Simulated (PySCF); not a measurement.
The calculation used PySCF 2.14.0, delta-SCF UKS SCAN, pcX-2 on the ionised atom, pcseg-1 elsewhere, spin-free X2C. Geometries: PBE0-D3(BJ)/def2-SVP; isolated species, one conformer each. Values against the vacuum level.

Question: Rank by computed C 1s binding energy, lowest first.
A. C4 in `[F:1][c:2]1[cH:3][cH:4][n:5][n-:6]1`
B. C4 in `[CH2:1]=[CH:2][Ge@H:3]([CH3:4])[CH2:5][Cl:6]`
C. C2 in `[F:1][c:2]1[cH:3][n-:4][cH:5][n:6]1`
D. C7 in `[CH3:1][CH:2]([CH3:3])[O:4][B:5]1[O:6][CH2:7][CH2:8][O:9]1`

Answer: A (285.20 eV), C (287.06 eV), B (290.37 eV), D (292.51 eV).

From the lowest up, the atoms are bonded to: N (aromatic in the SMILES), C (aromatic in the SMILES) and H in a species of charge -1 (285.20); F, N (aromatic in the SMILES) and C (aromatic in the SMILES) in a species of charge -1 (287.06); 3 H and Ge (290.37); O, C and 2 H (292.51).

The basis sets have no added diffuse functions, a weakness for anions.
